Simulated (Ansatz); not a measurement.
Total energies of C$_{2}$H$_{6}$O$_{2}$Sn, SMILES `CC(=O)[O][SnH3]`.

```xyz
11

C     0.309   -1.975    0.479
C     0.316   -0.541    0.054
O     1.286    0.020   -0.432
O    -0.808    0.102    0.237
Sn   -0.468    2.012   -0.437
H    -0.473   -2.511   -0.062
H     0.065   -2.038    1.542
H     1.277   -2.430    0.289
H    -0.172    1.991   -2.107
H    -2.035    2.603   -0.092
H     0.702    2.767    0.530
```

The species carries charge 0 and has multiplicity 1. Correlated methods include outer-core shells of Sn, which these sets cover unevenly. Sn: def2 effective core potential. The structure was optimised at the PBE0-D4/def2-TZVP level. Basis def2-TZVPP, the Gaussian-basis code of Ansatz.

RPA on PBE orbitals: Hartree–Fock energy of these orbitals -442.34785 Eh, correlation -1.74653 Eh (frozen core).

```tsv
functional	energy without D4 (Eh)	D4 term (kJ/mol)
B97M-V	-444.65339	–
PBE-QIDH	-444.20601	–
```

(1) Give the same for LDA (SPW92), PBE, revPBE, BLYP, r2SCAN, PBE0, B3LYP, r2SCANh, r2SCAN0, HSE06 (plane-wave form), BHLYP, CAM-B3LYP, LC-ωPBE, ωB97X-V, ωB97M-V, B2PLYP. (Best estimate.)

B3LYP takes the VWN-RPA correlation (the form of Gaussian; ORCA's B3LYP/G). HSE06 is the plane-wave form, built on full-range PBE exchange. The double hybrids freeze the cores in their second-order part.

Results:

(1) Computed: 
```csv
functional,energy without D4 (Eh),D4 term (kJ/mol)
LDA (SPW92),-442.53311,–
PBE,-444.41774,-22.1
revPBE,-444.65970,-67.9
BLYP,-444.56838,-48.7
r2SCAN,-444.64885,-5.4
PBE0,-444.43407,-18.6
B3LYP,-444.76465,-35.6
r2SCANh,-444.62290,-5.8
r2SCAN0,-444.58566,-6.4
HSE06 (plane-wave form),-444.42075,-17.4
BHLYP,-444.48852,-27.4
CAM-B3LYP,-444.58008,-18.9
LC-ωPBE,-444.58582,–
ωB97X-V,-444.59771,–
ωB97M-V,-444.55293,–
B2PLYP,-444.30737,–
```

LC-ωPBE has ω = 0.4 bohr⁻¹.
